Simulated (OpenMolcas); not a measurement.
Si3+: RASPT2 settings compared

- Program: OpenMolcas
- Basis: ANO-R1 [4s3p1d]
- Scalar Hamiltonian: X2C, finite nucleus
- Active space: 1 electron in 9 orbitals (RAS2 3s 3p; RAS3 3d, at most 1 electron)
- State averaging: 2S+1 = 2 even, 1 root; 2S+1 = 2 odd, 3 roots
- Spin-orbit coupling: RASSI with atomic mean-field integrals over the reference wave functions, term energies averaged over their components

Methods on the same reference wave functions:
A. RASSCF
B. SS-RASPT2, IPEA 0.1 Eh, sigma1 regulariser 0.15 Eh (closed shells correlated: 2s 2p)
C. XMS-RASPT2, IPEA 0 Eh, sigma1 regulariser 0.3 Eh (closed shells correlated: 2s 2p)

Energies in cm⁻¹ above 3s ²S_1/2, the measured ground level; measured values from NIST levels in Kelleher and Podobedova, J. Phys. Chem. Ref. Data 37, 1285 (2008).

```json
{"Level": "3s ²S_1/2", "A": "0.0", "B": "0.0", "C": "0.0", "Measured": "0.0"}
{"Level": "3p ²P°_1/2", "A": "74801", "B": "74952", "C": "74936", "Measured": "71288"}
{"Level": "3p ²P°_3/2", "A": "75292", "B": "75442", "C": "75426", "Measured": "71749"}
```

Deviations, from unrounded energies. A percentage is the sum of absolute deviations over the sum of measured energies, with the sign that they share, or ± where signs differ.

```csv
Against measurement,Levels,A,B,C
mean absolute deviation (cm-1),2,3500,3700,3700
other configurations (%),2,+4.9,+5.1,+5.1
```

A, B, C lie about equally close to measurement. The largest miss of A in the table is 3p ²P°_3/2, by +3500 cm-1. The ranking rests on the paired levels alone, and a cruder setting can come out closer through cancelling errors.

Between B and C the level of the table that moves most is 3p ²P°_1/2, by 16 cm-1 (lowest in C, highest in B).

The lowest spin-free term lies below A's lowest term by 0.022 hartree in B, 0.022 hartree in C.

With one active electron outside closed inactive shells, the extra shells (3d) add no correlation to the reference. The basis is small and was not contracted for so high a charge. With one active electron the reference holds no correlation, so core polarisation is missing (holds for A). With one active electron, CASPT2 adds the correlation within the correlated inactive shells and between them and that electron, and leaves the splitting within a term as the reference gives it (holds for B; C). Measured partners are found by configuration, term and J. A level has none where our copy of the source lacks it or the pairing is in doubt (some pairs that miss far off the trend of their configuration count as doubtful), and it then counts in no deviation. Only configurations of the active space appear.

° marks odd parity.
